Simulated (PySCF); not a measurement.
All values below come from B3LYP-D3(BJ)/def2-TZVP // PBE-D3(BJ)/def2-SVP (PySCF). All species are isolated molecules in the gas phase. B3LYP has the VWN-RPA correlation part, as in Gaussian. 

Reference species: [Cd(Cl)2] (neutral, multiplicity 1).

- coordination number: 2
- HOMO: -8.62 eV
- mean distance from the central atom to its bonded neighbours: 2.288 Å
- HOMO–LUMO gap: 5.95 eV

Changed species: [Cd(Br)2] (2 of 2 Cl replaced by Br; the reference has 0 of 2 Cl replaced by Br).

Question: What does the change do to the coordination number, HOMO, mean distance from the central atom to its bonded neighbours and HOMO–LUMO gap?

Answer: the coordination number is nearly the same; the HOMO rises by 0.49 eV, to -8.13 eV; the mean distance from the central atom to its bonded neighbours increases by 0.132 Å, to 2.420 Å; the HOMO–LUMO gap falls by 0.54 eV, to 5.41 eV.
